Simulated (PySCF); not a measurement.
A calculated (TPSSh, PySCF 2.14, x2c-TZVPPall with one added diffuse shell each of s, p, d, f type, the spin-free X2C one-electron Hamiltonian (Gaussian nucleus)) atom or ion has these occupied shells.

| shell | electrons | orbital energy (eV) | rms radius, mean of both spins (bohr) |
| --- | --- | --- | --- |
| 1s β | 1 | -87881.2 | 0.0181 |
| 1s α | 1 | -87881.2 | 0.0181 |
| 2s β | 1 | -15733.4 | 0.0730 |
| 2s α | 1 | -15733.4 | 0.0730 |
| 2p α | 3 | -13565.9 | 0.0673 |
| 2p β | 3 | -13565.9 | 0.0673 |
| 3s β | 1 | -3788.5 | 0.186 |
| 3s α | 1 | -3788.5 | 0.186 |
| 3p α | 3 | -3161.9 | 0.189 |
| 3p β | 3 | -3161.9 | 0.189 |
| 3d α | 5 | -2489.9 | 0.173 |
| 3d β | 5 | -2489.9 | 0.173 |
| 4s β | 1 | -864.14 | 0.408 |
| 4s α | 1 | -864.14 | 0.408 |
| 4p α | 3 | -657.09 | 0.436 |
| 4p β | 3 | -657.08 | 0.436 |
| 4d α | 5 | -407.91 | 0.463 |
| 4d β | 5 | -407.91 | 0.463 |
| 5s α | 1 | -148.07 | 0.908 |
| 5s β | 1 | -148.05 | 0.908 |
| 4f α | 7 | -137.00 | 0.496 |
| 4f β | 7 | -136.99 | 0.496 |
| 5p α | 3 | -90.373 | 1.04 |
| 5p β | 3 | -90.354 | 1.04 |
| 5d α | 5 | -23.741 | 1.40 |
| 5d β | 5 | -23.700 | 1.40 |
| 6s β | 1 | -12.801 | 2.42 |
| 6p α | 3 | -5.007 | 3.44 |

Question: Name the element and its charge.

Answer: Pb (lead, neutral), in [Xe] 4f14 5d10 6s1 6p3, 6s spin antiparallel (an excited configuration).
